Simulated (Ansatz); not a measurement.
Isolated molecules relaxed with PBE0-D4/def2-TZVP in Ansatz; ΔE leaves out vibrations. CCSD(T)/CBS is the MP2 limit (def2-TZVPP, def2-QZVPP) plus CCSD(T) − MP2 in def2-TZVPP, frozen cores. This one scheme is used for every species, atoms too. Functionals use def2-TZVPP. B3LYP here is the variant with VWN-RPA as its local correlation; programs differ in this. HSE06 is defined as in plane-wave codes. Open shells (•) are unrestricted, without spin–orbit coupling. Spin–orbit coupling would lower the free atoms: a little for C, Cl, O, Si; clearly for Ge. Bonds to Ge are less sure, by a few kJ/mol each and by 10 to 20 or more in all where they break to atoms, as the def2 sets lack core-valence functions. Scalar relativity is left out up to krypton. Each species was taken in one conformer, which may not be the lowest.

Consider the atomization: `C[Si](C)(C)[O][Ge]([CH3])([CH3])[Cl]` → 5 C• + Cl• + Ge• + 15 H• + O• + Si•.

```json
{"level": "LDA (SPW92)", "ΔE (kcal/mol)": "2470.9", "difference from CCSD(T)/CBS": "270.9"}
{"level": "PBE-D4", "ΔE (kcal/mol)": "2218.3", "difference from CCSD(T)/CBS": "18.3"}
{"level": "revPBE-D4", "ΔE (kcal/mol)": "2172.9", "difference from CCSD(T)/CBS": "-27.1"}
{"level": "BLYP-D4", "ΔE (kcal/mol)": "2175.6", "difference from CCSD(T)/CBS": "-24.4"}
{"level": "r2SCAN-D4", "ΔE (kcal/mol)": "2203.3", "difference from CCSD(T)/CBS": "3.3"}
{"level": "B97M-V", "ΔE (kcal/mol)": "2205.3", "difference from CCSD(T)/CBS": "5.3"}
{"level": "PBE0-D4", "ΔE (kcal/mol)": "2198.3", "difference from CCSD(T)/CBS": "-1.7"}
{"level": "B3LYP-D4", "ΔE (kcal/mol)": "2191.3", "difference from CCSD(T)/CBS": "-8.7"}
{"level": "r2SCANh-D4", "ΔE (kcal/mol)": "2194.8", "difference from CCSD(T)/CBS": "-5.2"}
{"level": "r2SCAN0-D4", "ΔE (kcal/mol)": "2182.8", "difference from CCSD(T)/CBS": "-17.2"}
{"level": "HSE06-D4", "ΔE (kcal/mol)": "2199.3", "difference from CCSD(T)/CBS": "-0.7"}
{"level": "BHLYP-D4", "ΔE (kcal/mol)": "2150.5", "difference from CCSD(T)/CBS": "-49.5"}
{"level": "CAM-B3LYP-D4", "ΔE (kcal/mol)": "2202.0", "difference from CCSD(T)/CBS": "2.0"}
{"level": "ωB97M-V", "ΔE (kcal/mol)": "2200.3", "difference from CCSD(T)/CBS": "0.3"}
{"level": "B2PLYP", "ΔE (kcal/mol)": "2170.0", "difference from CCSD(T)/CBS": "-30.0"}
{"level": "PBE", "ΔE (kcal/mol)": "2202.1", "difference from CCSD(T)/CBS": "2.1"}
{"level": "revPBE", "ΔE (kcal/mol)": "2130.0", "difference from CCSD(T)/CBS": "-70.0"}
{"level": "BLYP", "ΔE (kcal/mol)": "2141.9", "difference from CCSD(T)/CBS": "-58.1"}
{"level": "r2SCAN", "ΔE (kcal/mol)": "2198.8", "difference from CCSD(T)/CBS": "-1.2"}
{"level": "PBE0", "ΔE (kcal/mol)": "2184.2", "difference from CCSD(T)/CBS": "-15.8"}
{"level": "B3LYP", "ΔE (kcal/mol)": "2165.6", "difference from CCSD(T)/CBS": "-34.4"}
{"level": "HSE06", "ΔE (kcal/mol)": "2186.0", "difference from CCSD(T)/CBS": "-14.0"}
{"level": "BHLYP", "ΔE (kcal/mol)": "2130.0", "difference from CCSD(T)/CBS": "-70.0"}
{"level": "CAM-B3LYP", "ΔE (kcal/mol)": "2187.4", "difference from CCSD(T)/CBS": "-12.6"}
{"level": "LC-ωPBE", "ΔE (kcal/mol)": "2184.8", "difference from CCSD(T)/CBS": "-15.2"}
{"level": "HF/def2-SVP", "ΔE (kcal/mol)": "1667.0", "difference from CCSD(T)/CBS": "-533.0"}
{"level": "MP2/def2-SVP", "ΔE (kcal/mol)": "2099.1", "difference from CCSD(T)/CBS": "-100.9"}
{"level": "CCSD/def2-SVP", "ΔE (kcal/mol)": "2064.6", "difference from CCSD(T)/CBS": "-135.4"}
{"level": "CCSD(T)/def2-SVP", "ΔE (kcal/mol)": "2082.4", "difference from CCSD(T)/CBS": "-117.6"}
{"level": "HF/def2-TZVPP", "ΔE (kcal/mol)": "1660.4", "difference from CCSD(T)/CBS": "-539.6"}
{"level": "MP2/def2-TZVPP", "ΔE (kcal/mol)": "2176.9", "difference from CCSD(T)/CBS": "-23.1"}
{"level": "SCS-MP2/def2-TZVPP", "ΔE (kcal/mol)": "2168.0", "difference from CCSD(T)/CBS": "-32.0"}
{"level": "CCSD/def2-TZVPP", "ΔE (kcal/mol)": "2126.3", "difference from CCSD(T)/CBS": "-73.7"}
{"level": "CCSD(T)/def2-TZVPP", "ΔE (kcal/mol)": "2153.2", "difference from CCSD(T)/CBS": "-46.8"}
{"level": "HF/def2-QZVPP", "ΔE (kcal/mol)": "1662.2", "difference from CCSD(T)/CBS": "-537.8"}
{"level": "MP2/def2-QZVPP", "ΔE (kcal/mol)": "2204.4", "difference from CCSD(T)/CBS": "4.4"}
{"level": "SCS-MP2/def2-QZVPP", "ΔE (kcal/mol)": "2199.4", "difference from CCSD(T)/CBS": "-0.6"}
{"level": "HF/CBS(def2)", "ΔE (kcal/mol)": "1662.5", "difference from CCSD(T)/CBS": "-537.5"}
{"level": "MP2/CBS(def2)", "ΔE (kcal/mol)": "2223.7", "difference from CCSD(T)/CBS": "23.7"}
{"level": "CCSD/CBS(def2)", "ΔE (kcal/mol)": "2173.2", "difference from CCSD(T)/CBS": "-26.8"}
{"level": "CCSD(T)/CBS", "ΔE (kcal/mol)": "2200.0", "difference from CCSD(T)/CBS": "0"}
```

Largest T1 diagnostic among the species: 0.012.

In def2-TZVPP, CCSD(T) changes the Hartree–Fock value by +492.7 kcal/mol (the triples alone add +26.9 kcal/mol) and MP2 by +516.4 kcal/mol; breaking electron pairs costs correlation energy, which Hartree–Fock lacks. From r2SCAN to r2SCAN0 (25 % exact exchange), in def2-TZVPP and without D4, ΔE moves by −21.3 kcal/mol: exact exchange takes away binding that semilocal exchange gives to molecules.

For atomizations the MP2-based limit and the directly extrapolated one differ by several kJ/mol either way, and by 10 to 25 for some Ge, Se and Sn compounds, so smaller differences from it don't rank the levels.
